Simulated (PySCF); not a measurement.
Cr(OH2)6, H₁₂CrO₆ (cation, charge +3), SMILES [OH2]->[Cr+3](<-[OH2])(<-[OH2])(<-[OH2])(<-[OH2])<-[OH2], quartet at its GFN2-xTB optimised geometry (Å):

```
19

Cr     0.0000     0.0000     0.0000
O      2.0916     0.0000     0.0000
H      2.6797    -0.7758    -0.0007
H      2.6798     0.7757     0.0013
O      0.0000     2.0916     0.0000
H      0.0018     2.6797    -0.7758
H     -0.0010     2.6798     0.7756
O     -0.0001    -0.0003     2.0916
H     -0.7757     0.0016     2.6798
H      0.7758    -0.0027     2.6796
O     -0.0001     0.0002    -2.0917
H      0.7756     0.0010    -2.6799
H     -0.7758    -0.0006    -2.6799
O     -0.0001    -2.0916     0.0000
H     -0.0020    -2.6798     0.7757
H      0.0015    -2.6798    -0.7758
O     -2.0916     0.0000     0.0000
H     -2.6798    -0.7757    -0.0007
H     -2.6798     0.7757     0.0003
```

Method: unrestricted PBE0/def2-SVP run with PySCF. Cells within 0.4 Å of a nucleus heavier than hydrogen are left out (blank, or x).

Map of the spin density (e/bohr³), clipped to [-0.05, 0.10] on the plane z = 0.0 Å:

```
|000000000000000000000000000|
|000000000000000000000000000|
|000000000000000000000000000|
|000000000000000000000000000|
|000000000000000000000000000|
|000000000000000000000000000|
|000000000000000000000000000|
|0000000000001x1000000000000|
|0000000000000x0000000000000|
|000000000000000000000000000|
|000000000000000000000000000|
|000000000001303100000000000|
|0000000000039x9300000000000|
|0000000xx000xxx000xx0000000|
|0000000000039x9300000000000|
|000000000001303100000000000|
|000000000000000000000000000|
|000000000000000000000000000|
|0000000000000x0000000000000|
|0000000000001x1000000000000|
|000000000000000000000000000|
|000000000000000000000000000|
|000000000000000000000000000|
|000000000000000000000000000|
|000000000000000000000000000|
|000000000000000000000000000|
|000000000000000000000000000|
```
Scale: ten equal steps from -0.006 (start of '0') to 0.100 (end of '9'), in the order '0123456789'; x runs from -5.00 to 5.00, y from -5.00 (bottom) to 5.00 (top).
